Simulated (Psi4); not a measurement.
Input file for Psi4: SAPT0/jun-cc-pV(D+d)Z on CH7FOSi (a complex), monomers drawn apart or pushed together.

```
memory 1800 MB

molecule dimer {
0 1
C    -0.52593716   -0.43798256   -0.35759082
F     0.62569914    0.27791366    0.00515469
H    -1.39619282    0.16936340   -0.11413249
H    -0.47573475   -0.63352339   -1.42742892
H    -0.54005836   -1.36946935    0.20638247
--
0 1
O     0.04204185    0.88145203    3.00026800
Si    0.39829305   -0.39805958    3.97329700
H     0.40647415    0.87586023    2.10618449
H    -0.01220758   -1.68481399    3.35017505
H    -0.35914669   -0.19721259    5.22545794
H     1.84826283   -0.48875040    4.27694380
units angstrom
symmetry c1
no_reorient
no_com
}

set {
  basis jun-cc-pV(D+d)Z
  scf_type df
  freeze_core true
}

energy('sapt0')
```

Program output:

```
[...]
==> Input File <==

--------------------------------------------------------------------------
memory 1800 MB

molecule dimer {
0 1
C    -0.52593716   -0.43798256   -0.35759082
F     0.62569914    0.27791366    0.00515469
H    -1.39619282    0.16936340   -0.11413249
H    -0.47573475   -0.63352339   -1.42742892
H    -0.54005836   -1.36946935    0.20638247
--
0 1
O     0.04204185    0.88145203    3.00026800
Si    0.39829305   -0.39805958    3.97329700
H     0.40647415    0.87586023    2.10618449
H    -0.01220758   -1.68481399    3.35017505
H    -0.35914669   -0.19721259    5.22545794
H     1.84826283   -0.48875040    4.27694380
units angstrom
symmetry c1
no_reorient
no_com
}

set {
  basis jun-cc-pV(D+d)Z
  scf_type df
  freeze_core true
}

energy('sapt0')
--------------------------------------------------------------------------


   => Loading Basis Set <=

    Name: JUN-CC-PV(D+D)Z
    Role: ORBITAL
    Keyword: BASIS
    atoms 1         entry C          line   188 file jun-cc-pv_dpd_z.gbs
    atoms 2         entry F          line   290 file jun-cc-pv_dpd_z.gbs
    atoms 3-5, 8-11 entry H          line    60 file jun-cc-pv_dpd_z.gbs
    atoms 6         entry O          line   256 file jun-cc-pv_dpd_z.gbs
    atoms 7         entry SI         line   566 file jun-cc-pv_dpd_z.gbs

   => Loading Basis Set <=

    Name: JUN-CC-PV(D+D)Z
    Role: ORBITAL
    Keyword: BASIS
    atoms 1         entry C          line   188 file jun-cc-pv_dpd_z.gbs
    atoms 2         entry F          line   290 file jun-cc-pv_dpd_z.gbs
    atoms 3-5, 8-11 entry H          line    60 file jun-cc-pv_dpd_z.gbs
    atoms 6         entry O          line   256 file jun-cc-pv_dpd_z.gbs
    atoms 7         entry SI         line   566 file jun-cc-pv_dpd_z.gbs


  //>>>>>>>>>>>>>>>>>>>>>>>>>>>>>>>>>>>//
  //              Dimer HF             //
  //<<<<<<<<<<<<<<<<<<<<<<<<<<<<<<<<<<<//

   => Libint2 <=

    Primary   basis highest AM E, G, H:  7, 6, 3
    Auxiliary basis highest AM E, G, H:  7, 7, 4
    Onebody   basis highest AM E, G, H:  -, -, -
    Solid Harmonics ordering:            Gaussian


   => Loading Basis Set <=

    Name: JUN-CC-PV(D+D)Z
    Role: ORBITAL
    Keyword: BASIS
    atoms 1         entry C          line   188 file jun-cc-pv_dpd_z.gbs
    atoms 2         entry F          line   290 file jun-cc-pv_dpd_z.gbs
    atoms 3-5, 8-11 entry H          line    60 file jun-cc-pv_dpd_z.gbs
    atoms 6         entry O          line   256 file jun-cc-pv_dpd_z.gbs
    atoms 7         entry SI         line   566 file jun-cc-pv_dpd_z.gbs


         ---------------------------------------------------------
                                   SCF
               by Justin Turney, Rob Parrish, Andy Simmonett
                          and Daniel G. A. Smith
                              RHF Reference
                        1 Threads,   1716 MiB Core
         ---------------------------------------------------------

  ==> Geometry <==

    Molecular point group: c1
    Full point group: C1

    Geometry (in Angstrom), charge = 0, multiplicity = 1:

       Center              X                  Y                   Z               Mass
    ------------   -----------------  -----------------  -----------------  -----------------
         C           -0.525937160000    -0.437982560000    -0.357590820000    12.000000000000
         F            0.625699140000     0.277913660000     0.005154690000    18.998403162730
         H           -1.396192820000     0.169363400000    -0.114132490000     1.007825032230
         H           -0.475734750000    -0.633523390000    -1.427428920000     1.007825032230
         H           -0.540058360000    -1.369469350000     0.206382470000     1.007825032230
         O            0.042041850000     0.881452030000     3.000268000000    15.994914619570
         SI           0.398293050000    -0.398059580000     3.973297000000    27.976926534650
         H            0.406474150000     0.875860230000     2.106184490000     1.007825032230
         H           -0.012207580000    -1.684813990000     3.350175050000     1.007825032230
         H           -0.359146690000    -0.197212590000     5.225457940000     1.007825032230
         H            1.848262830000    -0.488750400000     4.276943800000     1.007825032230

  Running in c1 symmetry.

  Rotational constants: A =      0.38957  B =      0.02510  C =      0.02465 [cm^-1]
  Rotational constants: A =  11679.06130  B =    752.42068  C =    739.11606 [MHz]
  Nuclear repulsion =  165.565950359693318

  Charge       = 0
  Multiplicity = 1
  Electrons    = 44
  Nalpha       = 22
  Nbeta        = 22

  ==> Algorithm <==

  SCF Algorithm Type is DF.
  DIIS enabled.
  MOM disabled.
  Fractional occupation disabled.
  Guess Type is SAD.
  Energy threshold   = 1.00e-08
  Density threshold  = 1.00e-08
  Integral threshold = 1.00e-12

  ==> Primary Basis <==

  Basis Set: JUN-CC-PV(D+D)Z
    Blend: JUN-CC-PV(D+D)Z
    Number of shells: 56
    Number of basis function
[...]
  -635.6682467787707083
    Two-Electron Energy =                 204.7236232441836989
    Total Energy =                       -366.1685264850973454

Computation Completed


Properties will be evaluated at   0.000000,   0.000000,   0.000000 [a0]

Properties computed using the SCF density matrix


 Multipole Moments:

 ------------------------------------------------------------------------------------
     Multipole            Electronic (a.u.)      Nuclear  (a.u.)        Total (a.u.)
 ------------------------------------------------------------------------------------

 L = 1.  Multiply by 2.5417464519 to convert [e a0] to [Debye]
 Dipole X            :        -14.3890839           14.7319651            0.3428812
 Dipole Y            :         -0.2453740           -0.0304900           -0.2758640
 Dipole Z            :       -179.1517513          178.7436446           -0.4081067
 Magnitude           :                                                    0.6001829

 ------------------------------------------------------------------------------------

  Constructing Basis Sets for SAPT...

   => Loading Basis Set <=

    Name: (JUN-CC-PV(D+D)Z AUX)
    Role: RIFIT
    Keyword: DF_BASIS_SAPT
    atoms 1         entry C          line   100 file jun-cc-pvdz-ri.gbs
    atoms 2         entry F          line   232 file jun-cc-pvdz-ri.gbs
    atoms 3-5, 8-11 entry H          line    30 file jun-cc-pvdz-ri.gbs
    atoms 6         entry O          line   188 file jun-cc-pvdz-ri.gbs
    atoms 7         entry SI         line   376 file jun-cc-pvdz-ri.gbs

   => Loading Basis Set <=

    Name: (JUN-CC-PV(D+D)Z AUX)
    Role: JKFIT
    Keyword: DF_BASIS_ELST
    atoms 1         entry C          line   146 file jun-cc-pvdz-jkfit.gbs
    atoms 2         entry F          line   314 file jun-cc-pvdz-jkfit.gbs
    atoms 3-5, 8-11 entry H          line    70 file jun-cc-pvdz-jkfit.gbs
    atoms 6         entry O          line   258 file jun-cc-pvdz-jkfit.gbs
    atoms 7         entry SI         line   506 file jun-cc-pvdz-jkfit.gbs


  //>>>>>>>>>>>>>>>>>>>>>>>>>>>>>>>>>>>//
  //               SAPT0               //
  //<<<<<<<<<<<<<<<<<<<<<<<<<<<<<<<<<<<//



        SAPT0
    Ed Hohenstein
     6 June 2009

      Orbital Information
  --------------------------
    NSO        =       116
    NMO        =       116
    NRI        =       378
    NRI (Elst) =       519
    NOCC A     =         9
    NOCC B     =        13
    FOCC A     =         2
    FOCC B     =         6
    NVIR A     =       107
    NVIR B     =       103

    Elst10,r            =    -0.006858718268 [Eh]
    Exch10              =     0.003140205991 [Eh]
    Exch10 (S^2)        =     0.003134832715 [Eh]

    Maxiter = 50
    CPHF R converge = 1.000000E-08

    Iter     Energy [mEh]          dE [mEh]         Residual      Time [s]
       1      -0.60130117       0.601301166     5.257922e-03             0
       2      -0.76507680       0.163775638     2.465373e-03             0
       3      -0.78913415       0.024057345     5.710332e-04             0
       4      -0.78492336      -0.004210784     1.370926e-04             0
       5      -0.78436889      -0.000554472     2.804497e-05             0
       6      -0.78460867       0.000239776     4.936194e-06             0
       7      -0.78459212      -0.000016549     1.304503e-06             0
       8      -0.78458667      -0.000005448     2.461417e-07             0
       9      -0.78458758       0.000000912     5.171696e-08             0
      10      -0.78458752      -0.000000064     1.161136e-08             1
      11      -0.78458751      -0.000000007     2.527213e-09             1

    CHF Iterations converged

    Maxiter = 50
    CPHF R converge = 1.000000E-08

    Iter     Energy [mEh]          dE [mEh]         Residual      Time [s]
       1      -0.53060070       0.530600698     3.277644e-03             0
       2      -0.61539917       0.084798469     1.067833e-03             0
       3      -0.62070050       0.005301333     3.775199e-04             0
       4      -0.61859752      -0.002102977     1.145211e-04             0
       5      -0.61775617      -0.000841349     1.982871e-05             0
       6      -0.61797094       0.000214767     4.922203e-06             0
       7      -0.61795210      -0.000018841     1.277417e-06             0
       8      -0.61794719      -0.000004909     2.617612e-07             0
       9      -0.61794894       0.000001752     5.170525e-08             0
      10      -0.61794871      -0.000000233     9.805332e-09             0

    CHF Iterations converged

    Ind20,r (A<-B)      =    -0.000784587512 [Eh]
    Ind20,r (B<-A)      =    -0.000617948710 [Eh]
    Ind20,r             =    -0.001402536222 [Eh]
    Exch-Ind20,r (A<-B) =     0.000248765769 [Eh]
    Exch-Ind20,r (B<-A) =     0.000407943544 [Eh]
    Exch-Ind20,r        =     0.000656709313 [Eh]
    Disp20              =    -0.001652414843 [Eh]
    Disp20 (SS)         =    -0.000826207422 [Eh]
    Disp20 (OS)         =    -0.000826207422 [Eh]
    Exch-Disp20         =     0.000163200057 [Eh]
    Exch-Disp20 (SS)    =     0.000091653753 [Eh]
    Exch-Disp20 (OS)    =     0.000071546304 [Eh]

    SAPT Results
  --------------------------------------------------------------------------------------------------------
    Electrostatics                 -6.85871827 [mEh]      -4.30391069 [kcal/mol]     -18.00756233 [kJ/mol]
      Elst10,r                     -6.85871827 [mEh]      -4.30391069 [kcal/mol]     -18.00756233 [kJ/mol]

    Exchange                        3.14020599 [mEh]       1.97050901 [kcal/mol]       8.24460969 [kJ/mol]
      Exch10                        3.14020599 [mEh]       1.97050901 [kcal/mol]       8.24460969 [kJ/mol]
      Exch10(S^2)                   3.13483271 [mEh]       1.96713723 [kcal/mol]       8.23050216 [kJ/mol]

    Induction                      -1.07956222 [mEh]      -0.67743552 [kcal/mol]      -2.83439022 [kJ/mol]
      Ind20,r                      -1.40253622 [mEh]      -0.88010477 [kcal/mol]      -3.68235834 [kJ/mol]
      Exch-Ind20,r                  0.65670931 [mEh]       0.41209132 [kcal/mol]       1.72419006 [kJ/mol]
      delta HF,r (2)               -0.33373531 [mEh]      -0.20942207 [kcal/mol]      -0.87622194 [kJ/mol]

    Dispersion                     -1.48921479 [mEh]      -0.93449639 [kcal/mol]      -3.90993288 [kJ/mol]
      Disp20                       -1.65241484 [mEh]      -1.03690597 [kcal/mol]      -4.33841457 [kJ/mol]
      Exch-Disp20                   0.16320006 [mEh]       0.10240958 [kcal/mol]       0.42848169 [kJ/mol]
      Disp20 (SS)                  -0.82620742 [mEh]      -0.51845298 [kcal/mol]      -2.16920729 [kJ/mol]
      Disp20 (OS)                  -0.82620742 [mEh]      -0.51845298 [kcal/mol]      -2.16920729 [kJ/mol]
      Exch-Disp20 (SS)              0.09165375 [mEh]       0.05751360 [kcal/mol]       0.24063689 [kJ/mol]
      Exch-Disp20 (OS)              0.07154630 [mEh]       0.04489598 [kcal/mol]       0.18784480 [kJ/mol]

  Total HF                         -4.79807450 [mEh]      -3.01083720 [kcal/mol]     -12.59734286 [kJ/mol]
  Total SAPT0                      -6.28728928 [mEh]      -3.94533359 [kcal/mol]     -16.50727574 [kJ/mol]

  Special recipe for scaled SAPT0 (see Manual):
    Electrostatics sSAPT0          -6.85871827 [mEh]      -4.30391069 [kcal/mol]     -18.00756233 [kJ/mol]
    Exchange sSAPT0                 3.14020599 [mEh]       1.97050901 [kcal/mol]       8.24460969 [kJ/mol]
    Induction sSAPT0               -1.07617952 [mEh]      -0.67531285 [kcal/mol]      -2.82550894 [kJ/mol]
    Dispersion sSAPT0              -1.48837415 [mEh]      -0.93396888 [kcal/mol]      -3.90772578 [kJ/mol]
  Total sSAPT0                     -6.28306594 [mEh]      -3.94268340 [kcal/mol]     -16.49618736 [kJ/mol]
  --------------------------------------------------------------------------------------------------------



*** Psi4 exiting successfully. Buy a developer a beer!
```

The run finished.

Cost: very roughly 8 core-seconds.
